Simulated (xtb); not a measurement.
CH9AlO2Si2, charge -1, doublet, from a rough starting geometry (GFN-xTB shapes and energies of metal compounds can be far from the true ones) (a state made from the parent by changing its charge; the spin is typed, not shown lowest); GFN2-xTB (xtb 6.7.1).

Input for xtb:
```
$ xtb mol.xyz --gfn 2 --chrg -1 --uhf 1 --opt vtight --json

# file mol.xyz
15

Al     0.21029468     0.35441025     0.29931496
C      1.09050812     1.72428532     1.48756312
H      1.71605533     1.29439141     2.28137899
H      0.31094347     2.28132797     1.95532292
H      1.67107108     2.41055553     0.91482297
O     -0.91727469     0.81342153    -0.82936970
Si    -1.90809083     1.29565963    -1.97338211
H     -3.28300055     0.90076555    -1.44646174
H     -1.62006387     0.46848639    -3.18764411
H     -1.75076909     2.64143976    -2.15216544
O      0.59798369    -1.23672281     0.52242146
Si     1.01236504    -2.89557334     0.45321951
H     -0.25146613    -3.63415369     0.86126845
H      1.93215886    -3.05283153     1.53063565
H      1.39789146    -3.23444892    -0.78792956
```

What the program printed (banner, timings and long lists left out):

```
   ID    Z sym.   atoms
    1   13 Al     1
    2    6 C      2
    3    1 H      3-5, 8-10, 13-15
    4    8 O      6, 11
    5   14 Si     7, 12

           -------------------------------------------------
          |                Calculation Setup                |
           -------------------------------------------------

           -------------------------------------------------
          |                 G F N 2 - x T B                 |
           -------------------------------------------------

          ...................................................
          :                      SETUP                      :
          :.................................................:
          :  # basis functions                  51          :
          :  # atomic orbitals                  48          :
          :  # shells                           24          :
          :  # electrons                        37          :
          :  max. iterations                   250          :
          :  Hamiltonian                  GFN2-xTB          :
          :  restarted?                      false          :
          :  GBSA solvation                  false          :
          :  PC potential                    false          :
          :  electronic temp.          300.0000000     K    :
          :  accuracy                    1.0000000          :
          :  -> integral cutoff          0.2500000E+02      :
          :  -> integral neglect         0.1000000E-07      :
          :  -> SCF convergence          0.1000000E-05 Eh   :
          :  -> wf. convergence          0.1000000E-03 e    :
          :  Broyden damping             0.4000000          :
          :  net charge                         -1          :
          :  unpaired electrons                  1          :
          ...................................................

 iter      E             dE          RMSdq      gap      omega  full diag
   1    -19.6886418 -0.196886E+02  0.916E+00    1.23       0.0  T
   2    -19.6932477 -0.460590E-02  0.781E+00    0.36       1.0  T
   3    -19.9094397 -0.216192E+00  0.386E+00    0.90       1.0  T
   4    -19.9257860 -0.163464E-01  0.396E+00    1.29       1.0  T
   5    -19.9353450 -0.955898E-02  0.336E+00    1.44       1.0  T
   6    -19.9409743 -0.562925E-02  0.257E+00    1.32       1.0  T
   7    -19.9479366 -0.696231E-02  0.930E-01    1.11       1.0  T
   8    -19.9492764 -0.133984E-02  0.550E-01    1.08       1.0  T
[...]
 * total energy  :   -19.7848826 Eh     change       -0.1512414E-05 Eh
 * total energy  :   -19.7848843 Eh     change       -0.1710201E-05 Eh
 * total energy  :   -19.7848860 Eh     change       -0.1722254E-05 Eh
 * total energy  :   -19.7848876 Eh     change       -0.1526621E-05 Eh
 * total energy  :   -19.7848890 Eh     change       -0.1461727E-05 Eh
 * total energy  :   -19.7848908 Eh     change       -0.1791347E-05 Eh
 * total energy  :   -19.7848921 Eh     change       -0.1315855E-05 Eh
 * total energy  :   -19.7848931 Eh     change       -0.9298182E-06 Eh
 * total energy  :   -19.7848939 Eh     change       -0.8345040E-06 Eh
 * total energy  :   -19.7848940 Eh     change       -0.1112073E-06 Eh
 * total energy  :   -19.7848942 Eh     change       -0.1512939E-06 Eh
 * total energy  :   -19.7848943 Eh     change       -0.9017301E-07 Eh
   *** GEOMETRY OPTIMIZATION CONVERGED AFTER 46 ITERATIONS ***
         :: total energy             -19.784894256224 Eh    ::
[...]
molecular quadrupole (traceless):
                xx          xy          yy          xz          yz          zz
 q only:        3.718       7.841      -7.405      -9.478       4.508       3.688
  q+dip:        3.644      11.226      -8.371     -10.194       7.874       4.727
   full:        3.388      10.462      -7.830      -9.308       7.365       4.442

           -------------------------------------------------
          |                Geometry Summary                 |
           -------------------------------------------------

      molecular mass/u    :      136.2335484
   center of mass at/Å    :       -0.1152945      -0.2078387      -0.1922810
  moments of inertia/u·Å² :        0.1625151E+03   0.7334224E+03   0.8812553E+03
rotational constants/cm⁻¹ :        0.1037296E+00   0.2298489E-01   0.1912911E-01

 * 11 selected distances

     #   Z          #   Z                                           value/Å
     2   6 C        3   1 H                                       1.0941024 (min)
     2   6 C        4   1 H                                       1.0960827
     2   6 C        5   1 H                                       1.0961240
     6   8 O        7  14 Si                                      1.5934575
     7  14 Si       8   1 H                                       1.4754950
     7  14 Si       9   1 H                                       1.4759917
     7  14 Si      10   1 H                                       1.4739050
    11   8 O       12  14 Si                                      1.5944625 (max)
    12  14 Si      13   1 H                                       1.4753974
    12  14 Si      14   1 H                                       1.4742833
    12  14 Si      15   1 H                                       1.4754778

 * 3 distinct bonds (by element types)

   Z      Z             #   av. dist./Å        max./Å        min./Å
   1 H    6 C           3     1.0954364     1.0961240     1.0941024
   1 H   14 Si          6     1.4750917     1.4759917     1.4739050
   8 O   14 Si          2     1.5939600     1.5944625     1.5934575

optimized geometry written to: xtbopt.xyz

           -------------------------------------------------
          | TOTAL ENERGY              -19.784894256224 Eh   |
          | GRADIENT NORM               0.000084327652 Eh/α |
          | HOMO-LUMO GAP               1.798181659324 eV   |
           -------------------------------------------------

normal termination of xtb
```
